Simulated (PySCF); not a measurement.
**C₆ coefficients of unlike pairs at revPBE**

Calculated with PySCF 2.14 from the dipole response of each species, C₆(A,B) = (3/π) ∫ α_A(iu) α_B(iu) du, in atomic units, from isotropic polarisabilities. For ions this is the dispersion term alone; charge-induced terms of lower order in 1/R come first.

```json
{"species": "O", "configuration": "[He] 2s2 2p4 (3P)", "basis": "x2c-QZVPPall with one added diffuse shell each of s, p, d, f type (8s5p4d3f1g)", "relativity": "spin-free X2C", "α (bohr³)": "5.772", "C₆ (like pair)": "17.70"}
{"species": "Al⁺", "configuration": "[Ne] 3s2 (1S)", "basis": "aug-cc-pwCVDZ (6s5p3d)", "relativity": "none", "α (bohr³)": "24.78", "C₆ (like pair)": "126.8"}
{"species": "Ne²⁺", "configuration": "[He] 2s2 2p4 (3P)", "basis": "aug-cc-pVQZ with one added diffuse shell each of s, p, d, f, g type (7s6p5d4f3g)", "relativity": "none", "α (bohr³)": "0.8743", "C₆ (like pair)": "1.112"}
{"species": "Zn⁺", "configuration": "[Ar] 3d10 4s1 (2S)", "basis": "aug-cc-pVTZ-DK (8s7p5d3f2g)", "relativity": "spin-free X2C", "α (bohr³)": "17.19", "C₆ (like pair)": "70.98"}
```

Question: Estimate C₆ for Zn⁺ with Ne²⁺.

Answer: The integral gives 7.047. The combination rule 2 C_A C_B / (C_A α_B/α_A + C_B α_A/α_B) gives 6.197 and the geometric mean 8.884.

No spin-orbit coupling is included.

The other pairs:

```
     pair     C₆
   Al⁺, O  42.39
   Zn⁺, O  33.76
Ne²⁺, Al⁺  8.018
  Ne²⁺, O  4.017
 Zn⁺, Al⁺  93.40
```
